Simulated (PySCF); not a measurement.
A series of related molecules.

All values: PBE0/pcSseg-1 (PySCF) at GFN2-xTB geometries, gas phase, one conformer each.

**Question.** Rank by HOMO–LUMO gap, highest first.
A. `C(C[SiH2]O[SiH2]O[SiH3])#C`
B. `O[SiH2]O[SiH2]CC#C`
C. `C#CC[SiH2]O[SiH2]S[SiH3]`

**Answer.** B (8.14 eV), A (7.61 eV), C (7.17 eV).

**Question.** Rank by LUMO energy, highest first.
A. `C#CC[SiH2]O[SiH2]O[SiH3]`
B. `C#CC[SiH2]O[SiH2]O`
C. `C#CC[SiH2]O[SiH2]S[SiH3]`
D. `C#CC[SiH2]O[Si@@H](C)O[SiH3]`
E. `C#CC[SiH2]S[SiH2]O[SiH3]`
F. `C#CC[SiH2]O[SiH2]OC`

**Answer.** F (0.71 eV), D (0.44 eV), B (0.25 eV), A (0.10 eV), C (-0.08 eV), E (-0.34 eV).

All values together:

| SMILES | change | formula | μ (D) | HOMO (eV) | LUMO (eV) | lowest IAO charge (e) | highest IAO charge (e) | lowest Hirshfeld charge (e) | highest Hirshfeld charge (e) |
| --- | --- | --- | --- | --- | --- | --- | --- | --- | --- |
| C#CC[SiH2]O[SiH2]O[SiH3] | parent | C3H10O2Si3 | 0.55 | -7.52 | 0.10 | -0.892 (O) | +1.225 (Si) | -0.305 (O) | +0.466 (Si) |
| C#CCCO[SiH2]O[SiH3] | Si replaced by C | C4H10O2Si2 | 1.45 | -7.69 | 0.50 | -0.886 (O) | +1.231 (Si) | -0.302 (O) | +0.445 (Si) |
| C#CC[SiH2]O[SiH2]OC | Si replaced by C | C4H10O2Si2 | 1.55 | -7.34 | 0.71 | -0.879 (O) | +1.228 (Si) | -0.299 (O) | +0.448 (Si) |
| C#CC[SiH2]O[SiH2]O | terminal Si group replaced by H | C3H8O2Si2 | 2.25 | -7.89 | 0.25 | -0.888 (O) | +1.226 (Si) | -0.324 (O) | +0.455 (Si) |
| C#CC[SiH2]O[Si@@H](C)O[SiH3] | H on Si replaced by CH3 | C4H12O2Si3 | 1.17 | -7.60 | 0.44 | -0.885 (O) | +1.338 (Si) | -0.303 (O) | +0.478 (Si) |
| C#CC[SiH2]S[SiH2]O[SiH3] | O replaced by S | C3H10OSSi3 | 0.39 | -7.41 | -0.34 | -0.882 (O) | +0.967 (Si) | -0.300 (O) | +0.402 (Si) |
| C#CC[SiH2]O[SiH2]S[SiH3] | O replaced by S | C3H10OSSi3 | 0.64 | -7.25 | -0.08 | -0.875 (O) | +1.039 (Si) | -0.298 (O) | +0.426 (Si) |

Conformers: `[CH:1]#[C:2][CH2:3][SiH2:4][O:5][SiH2:6][O:7][SiH3:8]` with C2–C3–Si4–O5 180°, C3–Si4–O5–Si6 -53°, Si4–O5–Si6–O7 -5°, O5–Si6–O7–Si8 2°; `[CH:1]#[C:2][CH2:3][CH2:4][O:5][SiH2:6][O:7][SiH3:8]` with C2–C3–C4–O5 68°, C3–C4–O5–Si6 -111°, C4–O5–Si6–O7 171°, O5–Si6–O7–Si8 -47°; `[CH:1]#[C:2][CH2:3][SiH2:4][O:5][SiH2:6][O:7][CH3:8]` with C2–C3–Si4–O5 60°, C3–Si4–O5–Si6 22°, Si4–O5–Si6–O7 50°, O5–Si6–O7–C8 177°; `[CH:1]#[C:2][CH2:3][SiH2:4][O:5][SiH2:6][OH:7]` with C2–C3–Si4–O5 -56°, C3–Si4–O5–Si6 52°, Si4–O5–Si6–O7 -5°, O5–Si6–O7–H -25°; `[CH:1]#[C:2][CH2:3][SiH2:4][O:5][Si@@H:6]([CH3:7])[O:8][SiH3:9]` with C2–C3–Si4–O5 55°, C3–Si4–O5–Si6 -43°, Si4–O5–Si6–C7 -50°, O5–Si6–O8–Si9 -62°; `[CH:1]#[C:2][CH2:3][SiH2:4][S:5][SiH2:6][O:7][SiH3:8]` with C2–C3–Si4–S5 180°, C3–Si4–S5–Si6 180°, Si4–S5–Si6–O7 180°, S5–Si6–O7–Si8 0°; `[CH:1]#[C:2][CH2:3][SiH2:4][O:5][SiH2:6][S:7][SiH3:8]` with C2–C3–Si4–O5 -53°, C3–Si4–O5–Si6 5°, Si4–O5–Si6–S7 -47°, O5–Si6–S7–Si8 174°.

**Question.** Give the shifts from the parent, `C#CC[SiH2]O[SiH2]O[SiH3]`.

**Answer.** 
| SMILES | change in μ (D) | change in HOMO (eV) | change in LUMO (eV) |
| --- | --- | --- | --- |
| C#CCCO[SiH2]O[SiH3] | +0.90 | -0.17 | +0.40 |
| C#CC[SiH2]O[SiH2]OC | +1.00 | +0.18 | +0.61 |
| C#CC[SiH2]O[SiH2]O | +1.70 | -0.37 | +0.15 |
| C#CC[SiH2]O[Si@@H](C)O[SiH3] | +0.62 | -0.08 | +0.34 |
| C#CC[SiH2]S[SiH2]O[SiH3] | -0.16 | +0.11 | -0.44 |
| C#CC[SiH2]O[SiH2]S[SiH3] | +0.09 | +0.27 | -0.18 |
